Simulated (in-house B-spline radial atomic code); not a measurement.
The numbers below are computed, except where a source is named.
# Building a PAW p channel for Sb, r_c = 2.14 bohr

Sb, [Kr] 4d10 5s2 5p3, non-relativistic LDA (VWN5), spherical and spin-unpolarised, from a B-spline radial code for spherical atoms (atomic units; all potentials screened as in the neutral atom).

Two all-electron partial waves φ1, φ2 are integrated outwards at E1 = ε(5p) = -0.185622 and E2 = E1 + 2 hartree; φ1 is the bound orbital and φ2 has unit norm inside r_c = 2.1417 bohr. Smooth partners are polynomials, r^2(a0 + a1 r² + a2 r⁴ + a3 r⁶), matched to φ and three derivatives at r_c, with no condition on the norm. The local potential is -7.14349 + (3.85936) r² + (-0.870714) r⁴ + (0.0722824) r⁶ inside 1.7535 bohr and the all-electron one outside.

```csv
wave,φ(r_c),φ'(r_c),a0,a1,a2,a3
1,0.6350847,0.1053615,0.2403416,-0.009673542,-0.004898439,0.0004719557
2,0.05882205,-2.698031,1.645925,-0.6213239,0.06860239,-0.002347017
```

Inside r_c the overlaps are <φi φj> = [[0.25733, 0.42992], [0.42992, 1.00000]] and, for the smooth waves, [[0.27237, 0.54085], [0.54085, 1.58960]]. With χj = (Ej − T − V_local) applied to smooth wave j, the program's quadrature gives the matrix B_ij = <smooth i, χj> as [[0.22982, 1.05476], [0.83290, 4.09456]].

(1) Check the match of the first wave, and find the augmentation charges q_ij.

(2) B isn't symmetric. Show that D_ij = B_ij + Ej q_ij is.

Solving (T + V_local + Σ p D p) ψ = E (1 + Σ p q p) ψ in a sphere of 9 bohr, whose wall lifts the free-atom level a little, gives these levels:

| all-electron | one projector | two projectors |
| --- | --- | --- |
| -0.185252 | -0.185252 | -0.185252 |
| 0.107889 | 0.107061 | 0.107843 |
| 0.453115 | 0.444595 | 0.452865 |
| 0.959251 | 0.896793 | 0.958752 |
| 1.614950 | 1.302770 | 1.614840 |

(3) What does the second projector gain?

## Answers

(1) At r_c the four terms are 1.10242, -0.20353, -0.47273, 0.20892, which sum to 0.6351, φ1(r_c) to rounding. q_ij is the all-electron overlap less the smooth one: [[-0.01504, -0.11093], [-0.11093, -0.58960]]. The smooth first wave has a norm of 0.2724 inside r_c against 0.2573, so q11 is negative and must stay small enough for the overlap operator to be positive.

(2) Integrating by parts gives B12 − B21 = (E1 − E2) q12: 1.05476 − (0.83290) = 0.22186, and −2 × (-0.11093) = 0.22186. So D12 = 1.05476 + (1.814378)(-0.11093) = 0.85349 and D21 = 0.83290 + (-0.185622)(-0.11093) = 0.85349; D11 = 0.23261, D22 = 3.02480. The projectors, p = (B⁻¹)ᵀ χ, are dual to the smooth waves; det B = 0.063.

(3) With one projector the errors are 0.00, -0.83, -8.52, -62.46 millihartree, and the level at 1.3028 is out of step with the all-electron series: an extra state, or one far too low, so the pairing ends there. With two the errors are 0.00, -0.05, -0.25, -0.50, -0.11 millihartree. The scattering is exact at E1 and at E2 = 1.814, and over all levels compared the largest error is 0.5 millihartree. The lowest eigenvalue of the overlap operator is 0.8582 with one and 0.2443 with two projectors. The smooth orbital alone needs a cutoff of 4.87 hartree for 1 millihartree of kinetic energy, against 6.2 for a norm-conserving Troullier-Martins orbital of the same radius; part of the gain comes from giving up the norm, part from the simpler form.
